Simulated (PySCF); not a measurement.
BiI₃, charge -1, multiplicity 2. Atoms are numbered in the order given.

```xyz
4

Bi     0.0000     0.0000     0.0000
I      3.0023     0.0000     0.0000
I     -1.5011     2.6000     0.0000
I     -1.5011    -2.6000     0.0000
```
Charge -1, spin multiplicity 2.

Geometry: PBE0-D3(BJ)/def2-SVPD. The multiplicity is an assumed one; no other spin state was optimised. The isomer is the one that the SMILES or the coordinates give; other isomers of the formula were not compared. The def2 effective core potentials stand for the cores of Bi, I; spin–orbit coupling is left out.

Calculation: r2SCAN/def2-SVPD (PySCF).

Mulliken values depend strongly on the basis, most of all with diffuse functions as here. ESP charges are fitted to the potential on shells at 1.4 to 2.0 van der Waals radii. Atomic charges (e):

```json
[
 {"atom": "Bi1", "Mulliken": "0.75", "ESP fit": "[?]", "Mulliken spin": "0.98"},
 {"atom": "I2", "Mulliken": "-0.58", "ESP fit": "[?]", "Mulliken spin": "0.01"},
 {"atom": "I3", "Mulliken": "-0.58", "ESP fit": "[?]", "Mulliken spin": "0.01"},
 {"atom": "I4", "Mulliken": "-0.58", "ESP fit": "[?]", "Mulliken spin": "0.01"}
]
```

**Question.** What belongs in the gaps? (An estimate is asked for; the answer gives what the named calculation found.)

**Answer.** 
- Bi1, ESP fit: 0.30
- I2, ESP fit: -0.43
- I3, ESP fit: -0.43
- I4, ESP fit: -0.43
